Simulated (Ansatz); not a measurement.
Consider the ligand exchange at the Al–C bond: `[CH3][AlH][NH]C[SiH3]` + H₂S → `[SiH3]C[NH][AlH][SH]` + CH₄.

Gas-phase electronic energies from Ansatz, PBE0-D4/def2-TZVP geometries. CCSD(T)/CBS is the MP2 limit (def2-TZVPP, def2-QZVPP) plus CCSD(T) − MP2 in def2-TZVPP, frozen cores. This one scheme is used for every species. DFT in def2-TZVPP. One conformer a species, not always the lowest.

`[CH3][AlH][NH]C[SiH3]`:

Z-matrix (Å, degrees):
```
C
Al 1 1.949
H 1 1.095 2 111.0
H 1 1.093 2 112.6 3 -120.7
H 1 1.095 2 111.1 3 118.3
N 2 1.776 1 119.6 3 119.7
H 2 1.588 1 125.0 3 -60.1
C 6 1.455 2 128.2 1 -177.7
H 6 1.010 2 120.0 1 -0.8
Si 8 1.887 6 111.2 2 115.2
H 8 1.096 6 109.2 2 -4.2
H 8 1.099 6 112.1 2 -120.9
H 10 1.490 8 108.9 6 55.1
H 10 1.491 8 112.2 6 175.3
H 10 1.488 8 109.7 6 -63.3
```

H₂S:

Z-matrix (Å, degrees):
```
S
H 1 1.341
H 1 1.341 2 92.3
```

`[SiH3]C[NH][AlH][SH]`:

```xyz
13

Si    0.938   -0.301    1.773
C     0.540   -0.776   -0.011
N    -0.850   -0.495   -0.331
Al   -1.577    0.712   -1.402
S    -0.323    2.077   -2.562
H     2.332   -0.667    2.150
H     0.750    1.165    1.945
H    -0.007   -1.010    2.680
H     1.195   -0.203   -0.676
H     0.795   -1.828   -0.194
H    -1.481   -1.072    0.208
H    -3.145    0.796   -1.518
H     0.831    1.602   -2.063
```

CH₄:

Z-matrix (Å, degrees):
```
C
H 1 1.090
H 1 1.090 2 109.5
H 1 1.090 2 109.5 3 -120.0
H 1 1.090 2 109.5 3 120.0
```

```
             level  ΔE (kJ/mol)  difference from CCSD(T)/CBS
            PBE-D4       -117.7                          2.3
         r2SCAN-D4       -122.1                         -2.1
            B2PLYP       -119.1                          0.9
               PBE       -115.7                          4.3
            r2SCAN       -121.6                         -1.6
    MP2/def2-TZVPP       -122.7                         -2.7
CCSD(T)/def2-TZVPP       -118.3                          1.7
    MP2/def2-QZVPP       -123.3                         -3.3
SCS-MP2/def2-QZVPP       -121.4                         -1.4
    CCSD/CBS(def2)       -119.3                          0.7
       CCSD(T)/CBS       -120.0                            0
```

Largest T1 diagnostic among the species: 0.012.

The D4 term adds −3.4 kJ/mol with B3LYP and −2.0 kJ/mol with PBE0; it sums over pairs of atoms, weighted by their polarisabilities, and B3LYP, whose exchange is more repulsive, gets the larger term.

B3LYP here is the variant with VWN-RPA as its local correlation; programs differ in this.
